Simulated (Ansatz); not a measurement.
Ansatz (an electronic-structure program) input:
A basis named .json is the Basis Set Exchange file of that set.

Ansatz 0.2 input:
```yaml
crystal:
  periodic: [false, false, false]
  atoms:
    - {symbol: Si, position_ang: [0.01791913, 0.05816997, -0.17974360]}
    - {symbol: C, position_ang: [1.84861681, 0.24977677, -0.26944181]}
    - {symbol: C, position_ang: [-0.69961421, -1.34289581, -1.13954807]}
    - {symbol: C, position_ang: [-0.99112965, 1.59893598, -0.11591891]}
    - {symbol: O, position_ang: [-0.15035117, -0.50101857, 1.62187271]}
    - {symbol: H, position_ang: [2.11471398, 0.59233956, -1.27373063]}
    - {symbol: H, position_ang: [2.37590250, -0.69319574, -0.10927226]}
    - {symbol: H, position_ang: [2.21989617, 0.99162864, 0.43907298]}
    - {symbol: H, position_ang: [-0.64384661, -1.10416864, -2.20593680]}
    - {symbol: H, position_ang: [-1.75132893, -1.51212435, -0.90160093]}
    - {symbol: H, position_ang: [-0.14926907, -2.27326055, -0.98821180]}
    - {symbol: H, position_ang: [-2.03734045, 1.40352925, 0.12931732]}
    - {symbol: H, position_ang: [-0.98164141, 2.06341328, -1.10633488]}
    - {symbol: H, position_ang: [-0.58814504, 2.32572473, 0.59088184]}
    - {symbol: H, position_ang: [0.44122621, -1.15879397, 2.01951306]}
    - {symbol: H, position_ang: [-0.99546353, -0.47622487, 2.09718365]}
basis:
  gaussian:
    orbitals: aug-cc-pV_D+d_Z.json
total_charge: 1
magnetization: {spin_polarized: false}
correlation: {method: ccsd_t, electrons: outside_noble_gas}
output: {forces: true}
```

Problem. Which total energy does the run end on?

Solution. -484.51396 Eh (CCSD(T)/aug-cc-pV(D+d)Z). The basis has 223 functions.

It need not be the lowest isomer of its formula.
